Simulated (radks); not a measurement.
Si I, configuration [Ne] 3s2 3p2. All-electron calculation, scalar-relativistic Kohn-Sham, exchange-only PBE, spin-polarised, spherical densities, point nucleus; open shells are filled with parallel spins first. Program: a radial shooting solver on a logarithmic mesh with Libxc functionals.

Unscreened Slater integrals over Kohn-Sham orbitals (cm^-1). They are taken over the spin-up orbitals.

| integral | value |
|---|---|
| F0(3p,3p) | 71053 |
| F2(3p,3p) | 35049 |
| F0(3p,3s) | 79513 |
| G1(3p,3s) | 50255 |
| F0(3p,2p) | 98621 |
| F2(3p,2p) | 13075 |
| G0(3p,2p) | 5147.5 |
| G2(3p,2p) | 4927.2 |
| F0(3p,2s) | 97994 |
| G1(3p,2s) | 3999.9 |
| F0(3s,3s) | 91552 |
| F0(3s,2p) | 122540 |
| G1(3s,2p) | 7933.8 |
| F0(3s,2s) | 121900 |
| G0(3s,2s) | 6306.4 |
| F0(2p,2p) | 375540 |
| F2(2p,2p) | 171940 |
| F0(2p,2s) | 360160 |
| G1(2p,2s) | 214860 |
| F0(2s,2s) | 350290 |

Derived for the open shells (J is the average intra-shell exchange parameter used in DFT+U). 3p: J = F2/5 = 7010 cm^-1; in LS coupling 1D lies 6 F2/25 = 8412 cm^-1 above 3P.
